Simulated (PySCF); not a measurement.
## UHF on N²⁺ (nitrogen, charge +2)

Configuration: [He] 2s2 2p1, 2P determinant. All numbers are calculated (PySCF 2.14, scalar relativity by spin-free X2C-1e, in aug-cc-pCVTZ-DK with one added diffuse shell each of s, p, d, f type (8s7p5d3f, 75 functions)).

```
Total energy                                                  : -52.847572 hartree
One-electron energy                                           : -65.5276 hartree
Hartree (Coulomb) energy                                      : 18.4016 hartree
Exchange energy                                               : -5.7216 hartree
⟨S²⟩                                                          : 0.7542
⟨L²⟩                                                          : 2.011
Sum of ⟨r⟩                                                    : 3.933 bohr
Sum of ⟨r²⟩                                                   : 4.969 bohr²
Traceless quadrupole moment −½Σ⟨3z² − r²⟩ along its main axis : -0.628 e·bohr²
Langevin diamagnetic susceptibility                           : -3.94 ×10⁻⁶ cm³/mol
```

```csv
shell,electrons,mean orbital energy (eV),"rms radius, mean of both spins (bohr)"
1s α,1,-466.63,0.264
1s β,1,-465.41,0.264
2s α,1,-58.794,1.28
2s β,1,-54.184,1.28
2p α,1,-47.998,1.24
```

Spin-orbit constants ζ (cm⁻¹) from the X2C one-electron operator on these orbitals: bare nucleus, nucleus screened by l(l+1)(2l+1)/3 electrons, and screened by the Breit-Pauli mean field of the electrons.

| shell | bare | screened nucleus | mean field |
| --- | --- | --- | --- |
| 2p | 188.7 | 134.8 | 114.4 |

To first order the Landé constant is A = 114.4 cm⁻¹, so the lowest level has J = 1/2 and lies 0.0142 eV below the centre of the term.
